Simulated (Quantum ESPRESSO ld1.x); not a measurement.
Valence configurations of Sb I (all share [Kr]). Calculated with ld1.x of Quantum ESPRESSO 7.5: scalar-relativistic Kohn-Sham, revPBE, spin-unpolarised, spherical densities, point nucleus. Energies are relative to 4d10 5s2 5p3; eigenvalues in eV.

| valence | E (eV) | e(4d) | e(5p) | e(5s) |
|---|---|---|---|---|
| 4d10 5s2 5p3 | 0.000 | -33.485 | -4.781 | -12.766 |
| 4d10 5s1 5p4 | 8.089 | -34.888 | -5.365 | -13.557 |
| 4d9.5 5s2 5p3.5 | 14.958 | -36.470 | -5.325 | -13.719 |
| 4d10 5p5 | 16.376 | -36.221 | -5.908 | - |
| 4d9.5 5s1.5 5p4 | 19.180 | -37.152 | -5.609 | -14.101 |
| 4d9.5 5s1 5p4.5 | 23.449 | -37.817 | -5.884 | -14.470 |
| 4d9 5s2 5p4 | 31.138 | -39.447 | -5.858 | -14.646 |
| 4d9.5 5p5.5 | 32.124 | -39.103 | -6.407 | - |
| 4d8.5 5s2 5p4.5 | 48.539 | -42.420 | -6.383 | -15.551 |
| 4d8 5s2 5p5 | 67.165 | -45.391 | -6.902 | -16.436 |

NIST lists [Kr] 4d10 5s2 5p3 as the ground configuration; this level of theory agrees among the configurations tried. The energies are those of spherical spin-averaged densities, not of single terms.
